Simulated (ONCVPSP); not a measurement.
**Scattering properties, ONCV potential for indium**

```json
{"Element": "In", "Generator": "ONCVPSP 4.0.1", "Type": "optimised norm-conserving Vanderbilt (ONCV)", "Functional": "BLYP", "Relativity": "scalar-relativistic", "Frozen core": "[Ar] 3d10", "Valence charge": "21", "Reference configuration": "4s2 4p6 4d10 5s2 (charge +1)", "Partial waves": "4s+5s: rc 1.40 bohr, ncon 3, nbas 7, qcut 11 1/bohr, 2 projectors; 4p: rc 0.95 bohr, ncon 4, nbas 7, qcut 7.7 1/bohr, 2 projectors, debl 1.6 Ha; 4d: rc 1.55 bohr, ncon 5, nbas 10, qcut 9.1 1/bohr, 2 projectors, debl 1.2 Ha", "Local potential": "polynomial inside 0.65 bohr (lpopt 1, dvloc0 4 Ha)", "Core correction": "Teter function fitted to the true core (icmod 2), fcfact 0.35"}
```

In the p channel the program set the typed energies aside and used -3.138, 0.250 Ha.

The phase is arctan(r·R′/R) of the radial function R(r), unwrapped; energies in Ha, scanned from -6 to 5 Ha. A pole is an energy at which the radial function vanishes at the test radius. The pseudo phase is shifted by a multiple of π to meet the all-electron one at the reference energy, and phase errors are pseudo minus all-electron; the curves can meet again beyond the range given. Levels narrower than the energy grid can be missing from the lists of poles.

Problem. For each channel, where are the poles, and over which energies does the pseudopotential scatter like the atom?

Solution.

```json
{"channel": "s", "radius (bohr)": "1.42", "reference energy (Ha)": "-0.55", "poles, all-electron": "-4.13", "poles, pseudo": "-4.13, 3.15", "unbroken range about the reference energy with phases within 0.05 rad": "below 2.9", "phase error 1 Ha above the reference energy (rad)": "-0.001"}
{"channel": "p", "radius (bohr)": "0.96", "reference energy (Ha)": "-3.14", "poles, all-electron": "3.20", "poles, pseudo": "3.19", "unbroken range about the reference energy with phases within 0.05 rad": "the whole range", "phase error 1 Ha above the reference energy (rad)": "-0.000"}
{"channel": "d", "radius (bohr)": "1.57", "reference energy (Ha)": "-0.95", "poles, all-electron": "-0.09", "poles, pseudo": "-0.09, 4.41", "unbroken range about the reference energy with phases within 0.05 rad": "below 4.3", "phase error 1 Ha above the reference energy (rad)": "-0.000"}
```

Note: no bound ghost flagged; GHOST(+) flagged for s at 87.3 eV, d at 120.6 eV.

Phases in the s channel:

| E (Ha) | all-electron | pseudo |
| --- | --- | --- |
| -5.96 | 0.909 | 0.909 |
| -5.40 | 0.122 | 0.122 |
| -4.84 | -1.191 | -1.191 |
| -4.28 | -1.527 | -1.527 |
| -3.72 | -1.655 | -1.655 |
| -3.16 | -1.734 | -1.734 |
| -2.60 | -1.798 | -1.798 |
| -2.04 | -1.862 | -1.862 |
| -1.48 | -1.937 | -1.937 |
| -0.92 | -2.035 | -2.035 |
| -0.36 | -2.179 | -2.179 |
| 0.20 | -2.417 | -2.417 |
| 0.76 | -2.826 | -2.828 |
| 1.32 | -3.394 | -3.400 |
| 1.88 | -3.867 | -3.877 |
| 2.44 | -4.147 | -4.164 |
| 3.00 | -4.311 | -4.374 |
| 3.56 | -4.414 | -7.525 |
| 4.12 | -4.485 | -7.614 |
| 4.68 | -4.536 | -7.670 |
